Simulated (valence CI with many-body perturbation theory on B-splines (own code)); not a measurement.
Results of a calculation; reference values are marked as such.
## From CI to CI+MBPT in Mo29+

Level of theory: valence CI with perturbative core correlation (CI+MBPT): three valence electrons over a frozen Dirac-Fock core [Ne], radial functions for each j: 11 s, 11 p, 9 d, 7 f, 5 g, 2 h, 1 i, with the one-electron correlation potential Σ1, the two-electron term Σ2, the three-electron term Σ3, Breit, model QED; selected CI, second order for the rest (own B-spline code, finite nucleus).

No measured spectrum was set against this ion. As an estimate, large intervals hold to a few tenths of a per cent, small ones and those within an open d or f shell to about a per cent.

Each rung adds one term. CI alone is the Dirac-Coulomb CI over the frozen core; QED comes last and gives the full result, which names the levels. Energies are above 3s2 3p 2P°_1/2 on the same rung, in cm⁻¹.

Names give the largest LS component (configuration and term), which can be under half, so a name can repeat, a term be missing and a line seem to break the LS rules; names also repeat where a configuration has a term twice. Letters in brackets count levels of one name in rising energy.

| Level | CI alone |
| --- | --- |
| 3s2 3p 2P°_3/2 | 206769 |
| 3s 3p2 4P_1/2 | 541308 |
| 3s 3p2 4P_3/2 | 671580 |
| 3s 3p2 4P_5/2 | 728637 |
| 3s 3p2 2D_3/2 | 822218 |
| 3s 3p2 2P_1/2 | 899594 |
| 3s 3p2 2D_5/2 | 920929 |
| 3s 3p2 2P_3/2 | 1091610 |
| 3s 3p2 2S_1/2 | 1106060 |
| 3s2 3d 2D_3/2 | 1163200 |
| 3s2 3d 2D_5/2 | 1174820 |
| 3p3 2D°_3/2 | 1411580 |
| 3s 3p 3d 4F°_3/2 | 1509250 |
| 3s 3p 3d 2D°_5/2 [a] | 1520450 |
| 3p3 4S°_3/2 | 1560750 |
| 3s 3p 3d 4F°_5/2 | 1567580 |

(1) What do these energies become with core correlation, Breit and QED?

(2) How does the ionisation energy move along the ladder, and which term matters most?

## Answers

(1) 3s2 3p 2P°_3/2 204083 (-2686); 3s 3p2 4P_1/2 539905 (-1403); 3s 3p2 4P_3/2 668591 (-2990); 3s 3p2 4P_5/2 724134 (-4503); 3s 3p2 2D_3/2 816909 (-5309); 3s 3p2 2P_1/2 891507 (-8087); 3s 3p2 2D_5/2 914339 (-6590); 3s 3p2 2P_3/2 1080730 (-10886); 3s 3p2 2S_1/2 1096630 (-9428); 3s2 3d 2D_3/2 1151170 (-12038); 3s2 3d 2D_5/2 1162230 (-12590); 3p3 2D°_3/2 1403090 (-8495); 3s 3p 3d 4F°_3/2 1500780 (-8470); 3s 3p 3d 2D°_5/2 [a] 1511490 (-8959); 3p3 4S°_3/2 1549650 (-11101); 3s 3p 3d 4F°_5/2 1557420 (-10154).

(2) CI alone 1601.9, + Σ1 1602.9, + Σ2 1602.7, + Σ3 1602.6, + Breit 1601.4, + QED 1601.5 eV. The largest step is Breit, -1.2 eV. NIST lists 1587 ± 8 eV (semi-empirical).
